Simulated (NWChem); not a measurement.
Isomers of CH₄GeO₂, singlet, each optimised at B3LYP/6-31G* with NWChem, gas phase unless a solvent is named. Flexible species stand in one conformer each, which need not be the lowest. Pople sets run with spherical d functions. Low-valent species are run as closed-shell singlets; no triplet was tried in these runs. Relative energies count from the lowest isomer at each level and are electronic, without zero-point energy, on those geometries. Shieldings are non-relativistic GIAO values without spin-orbit effects.

A: O=C[O][GeH3]
B: C1[O][GeH2][O]1
C: O=[C](O)[GeH3]
D: [Ge]([OH])[O]C

```json
[
 {"quantity": "relative energy, PBE/def2-TZVP (kcal/mol)", "A": "14.2", "B": "31.9", "C": "25.3", "D": "0.0"},
 {"quantity": "relative energy, PBE0/def2-TZVP (kcal/mol)", "A": "12.7", "B": "28.0", "C": "24.6", "D": "0.0"},
 {"quantity": "relative energy, r2SCAN/def2-TZVP (kcal/mol)", "A": "11.3", "B": "28.4", "C": "24.5", "D": "0.0"},
 {"quantity": "dipole (D), B3LYP/6-31G*", "A": "1.72", "B": "1.61", "C": "1.29", "D": "1.81"},
 {"quantity": "13C shift against tetramethylsilane, PBE0/pcSseg-1 (ppm)", "A": "172.2", "B": "111.6", "C": "184.6", "D": "50.5"}
]
```
